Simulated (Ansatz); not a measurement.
Breaking a bond: Al2, triplet.

Methods: UCCSDT(Q) = CCSDT(Q) on UHF/aug-cc-pVDZ, frozen core (Ansatz, an electronic-structure program); FCI = full CI/aug-cc-pVDZ, frozen core (Ansatz); UCCSD(T) = Ansatz with CCSD(T) on UHF/aug-cc-pVDZ, frozen core.

Total energies in hartree (comparable only within one method and basis):

```
R / Å   UCCSDT(Q)         FCI    UCCSD(T)
-----  ----------  ----------  ----------
2.63   -483.89078  -483.89085  -483.88888
2.73   -483.89220  -483.89227  -483.89026
2.81   -483.89222  -483.89228  -483.89023
2.87   -483.89173  -483.89180  -483.88971
3.07   -483.88806  -483.88813  -483.88590
3.15   -483.88604  -483.88612  -483.88381
3.36   -483.88016  -483.88026  -483.87730
3.65   -483.87206  -483.87221  -483.86750
4.17   -483.86049  -483.86088  -483.85516
4.51   -483.85523  -483.85597  -483.85134
4.90   -483.85122  -483.85224  -483.84897
5.43   -483.84852  -483.84936  -483.84730
6.04   -483.84730  -483.84777  -483.84638
6.74   -483.84675  -483.84697  -483.84590
7.45   -483.84650           —  -483.84568
8.36   -483.84636           —  -483.84554
```

A dash means that the run gave no value there, or that the column was ended at a point which the program doubted or which failed a test of continuity chosen for this set; such a test can also cut sound points.

The scan ran from 2.15 to 8.36 Å; beyond the distances shown full CI changes its symmetry label.
